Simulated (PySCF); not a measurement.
BBrF2. Atoms are numbered in the order given.

```xyz
4

B      0.0000     0.0000    -0.9415
F      0.0000    -1.1290    -1.6050
F      0.0000     1.1290    -1.6050
Br     0.0000     0.0000     0.9599
```
Charge 0, spin multiplicity 1.

Coordinates come from a PBE0-D3(BJ)/def2-SVP optimisation.

The numbers are results of PBE0-D3(BJ)/def2-SVP run with PySCF, not measurements.

Frequencies are harmonic and unscaled.

Computed vibrational spectrum:
```json
[
 {"mode": "1", "ν (cm⁻¹)": "300", "IR (km/mol)": "1.4", "Raman (Å⁴/amu)": "1.5", "depolarisation": "0.75", "moving atoms (share of kinetic energy)": "F 78 %, B 13 %, Br 9 %"},
 {"mode": "2", "ν (cm⁻¹)": "357", "IR (km/mol)": "1.9", "Raman (Å⁴/amu)": "2.0", "depolarisation": "0.36", "moving atoms (share of kinetic energy)": "F 68 %, Br 32 %"},
 {"mode": "3", "ν (cm⁻¹)": "572", "IR (km/mol)": "41.8", "Raman (Å⁴/amu)": "2.0", "depolarisation": "0.75", "moving atoms (share of kinetic energy)": "B 86 %, F 13 %"},
 {"mode": "4", "ν (cm⁻¹)": "644", "IR (km/mol)": "48.4", "Raman (Å⁴/amu)": "3.9", "depolarisation": "0.06", "moving atoms (share of kinetic energy)": "F 71 %, B 23 %"},
 {"mode": "5", "ν (cm⁻¹)": "1241", "IR (km/mol)": "515.8", "Raman (Å⁴/amu)": "0.3", "depolarisation": "0.45", "moving atoms (share of kinetic energy)": "B 68 %, F 32 %"},
 {"mode": "6", "ν (cm⁻¹)": "1483", "IR (km/mol)": "315.5", "Raman (Å⁴/amu)": "0.0", "depolarisation": "–", "moving atoms (share of kinetic energy)": "B 74 %, F 26 %"}
]
```
